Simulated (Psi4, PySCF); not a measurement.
Psi4 was given this input:
```
memory 2 GB

molecule mol {
0 2
C    -0.011048    1.152992    0.292681
C     0.006069   -1.071617    0.362843
C     0.777923    0.051757   -0.247030
C    -0.775309    0.039481   -0.257303
H    -0.016569    2.162854   -0.079261
H    -0.000459   -1.149501    1.442906
H     0.016990   -2.032726   -0.139902
H     1.484404    0.003521   -1.055676
H    -1.470182   -0.019829   -1.075216
}

set {
  basis def2-svpd
  reference uhf
  freeze_core true
  mp2_type conv
  scf_type pk
  puream true
  d_convergence 1e-8
}

energy('mp2')
print_variables()
```

### Question
Write the same job for PySCF.

### Answer
One answer among several that fit: 
```python
from pyscf import gto, scf, mp

mol = gto.M(
    atom='''
C    -0.01104778    1.15299217    0.29268087
C     0.00606920   -1.07161673    0.36284337
C     0.77792320    0.05175663   -0.24703001
C    -0.77530873    0.03948149   -0.25730269
H    -0.01656875    2.16285392   -0.07926104
H    -0.00045853   -1.14950133    1.44290558
H     0.01698984   -2.03272552   -0.13990186
H     1.48440418    0.00352078   -1.05567554
H    -1.47018212   -0.01982922   -1.07521641
''',
    basis='def2-svpd',
    spin=1,
    verbose=4,
)

mf = scf.UHF(mol)
mf.kernel()

pt = mp.MP2(mf, frozen=4)
pt.kernel()
print('E(MP2) = %.10f' % pt.e_tot)
```

Both were run: Psi4 gave -154.669574 Eh and PySCF -154.669574 Eh, 0.000 mEh apart.
